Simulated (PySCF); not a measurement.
One of the candidates below gave these computed data.

All candidates are C6H14OSi.

| technique | computed result |
| --- | --- |
| UV, first state | lowest singlet excitation: 6.70 eV (185 nm, f = 0.010) [TDDFT B3LYP/def2-SVPD] |
| Rotational structure | rotational constants A, B, C: 3.357, 1.037, 0.857 GHz [PBE0-D3(BJ)/def2-SVP] |
| Polarisability | 101.9 au [B3LYP/def2-SVPD] |
| XPS | Si2p3/2 105.8, C1s 289.8 (×2), C1s 290.0, C1s 290.6, C1s 291.9 (×2), O1s 537.9, Si1s 1845.6 eV [ΔSCF SCAN, pcX-2 on the ionised atom, pcseg-1 elsewhere, spin-free X2C, 2p3/2 from a spin–orbit splitting computed afterwards within the 2p shell] |
| Dipole | 1.26 D [B3LYP/def2-SVPD] |
| UV, strongest line | among the 10 lowest singlet transitions: S10 at 7.71 eV (161 nm, f = 0.035) [TDDFT B3LYP/def2-SVPD] |
| 1H NMR | chemical shifts (computed TMS as zero) by class: 4.24 (2 H), 4.08 (1 H), 3.20 (2 H), 1.01 (3 H), 0.72 (2 H), 0.52 (2 H), 0.50 (2 H) ppm [GIAO PBE0/pcSseg-1] |
| 13C NMR | chemical shifts (computed TMS as zero) by class: 69.5 (2 C), 13.0 (2 C), 9.2 (1 C), 8.2 (1 C) ppm [GIAO PBE0/pcSseg-1] |
| NMR, other nuclei | isotropic shieldings of nuclei other than C and H, by class: 281 (1 O), 370 (1 Si) ppm [GIAO PBE0/pcSseg-1] |
| Valence photoelectron | vertical ionisation energy: 9.07 eV [ΔSCF B3LYP/def2-SVPD] |

Electronic properties: PySCF, gas phase, density fitting. Levels stand in brackets. Geometry: PBE0-D3(BJ)/def2-SVP, one conformer, isolated molecule. Each NMR value is the plain mean over a class of atoms that symmetry, rotation or inversion makes alike.

Question: Which candidate is it?
A. `COC[C@H]1CC[SiH2]C1`
B. `CC(C)OC1C[SiH2]C1`
C. `CC[SiH]1CCOCC1`

Answer: C. It is `CC[SiH]1CCOCC1`. Numbering: `[CH3:1][CH2:2][SiH:3]1[CH2:4][CH2:5][O:6][CH2:7][CH2:8]1`. Its formula, C6H14OSi, gives 1 degree of unsaturation: 1 ring and 0 π bonds in the structure found. 6 carbons fall into 4 classes; from least to most shielded: ring sp3 carbon bound to oxygen [C5/C7] (69.5 ppm, 2 C), ring sp3 carbon bound to silicon [C4/C8] (13.0 ppm, 2 C), methyl carbon [C1] (9.2 ppm), chain sp3 carbon bound to silicon [C2] (8.2 ppm). Hydrogen classes from least to most shielded: 2 H on 2 like atoms (sp3 carbon bound to oxygen), C5/C7 (4.24 ppm), 1 H on an SiH silicon, Si3 (4.08 ppm), 2 H on 2 like atoms (sp3 carbon bound to oxygen), C5/C7 (3.20 ppm), 3 H on a methyl carbon, C1 (1.01 ppm), 2 H on 2 like atoms (sp3 carbon bound to silicon), C4/C8 (0.72 ppm), 2 H on an sp3 carbon bound to silicon, C2 (0.52 ppm), 2 H on 2 like atoms (sp3 carbon bound to silicon), C4/C8 (0.50 ppm). The other shieldings belong to: 281 ppm, cyclic ether oxygen [O6]; 370 ppm, SiH silicon [Si3]. The core levels belong to: Si2p3/2 105.8 eV, SiH silicon [Si3]; C1s 289.8 eV, sp3 carbon bound to silicon [C4/C8]; C1s 290.0 eV, sp3 carbon bound to silicon [C2]; C1s 290.6 eV, methyl carbon [C1]; C1s 291.9 eV, sp3 carbon bound to oxygen [C5/C7]; O1s 537.9 eV, cyclic ether oxygen [O6]; Si1s 1845.6 eV, SiH silicon [Si3]. One atom of each topological class was ionised and stands for its class. The first electron is taken from the HOMO, whose largest Löwdin shares are 0.50 on the cyclic ether oxygen, 0.09 on each of 2 atoms of one kind (sp3 carbon bound to silicon) and 0.08 on an sp3 carbon bound to oxygen. The optimised geometry has point group C1 and is an asymmetric top.

The others, at the same levels:
- `CC(C)OC1C[SiH2]C1` fails: its computed 13C shifts are 76.3 (1 C), 75.1 (1 C), 25.4 (2 C), 24.0 (2 C) ppm, 1H shifts are 4.37 (1 H), 4.16 (1 H), 3.53 (1 H), 3.26 (1 H), 1.56 (2 H), 1.48 (2 H), 1.10 (6 H) ppm and rotational constant A is 4.243 GHz (against 3.357 GHz).
- `COC[C@H]1CC[SiH2]C1` fails: its computed core binding energies are Si2p3/2 106.1, C1s 289.8, C1s 289.9, C1s 290.2, C1s 290.4, C1s 291.8, C1s 292.1, O1s 538.2, Si1s 1845.9 eV, rotational constant A is 4.549 GHz (against 3.357 GHz) and smallest rotational constant is 0.712 GHz (against 0.857 GHz).

Each candidate is one conformer, not necessarily the lowest. The conformers computed, where there is a choice (atom-mapped SMILES and torsion angles):
- `[CH3:1][CH:2]([CH3:3])[O:4][CH:5]1[CH2:6][SiH2:7][CH2:8]1`: C1–C2–O4–C5 -73°, C2–O4–C5–C6 -150°

The conformers of `CC[SiH]1CCOCC1` and `COC[C@H]1CC[SiH2]C1` aren't listed.
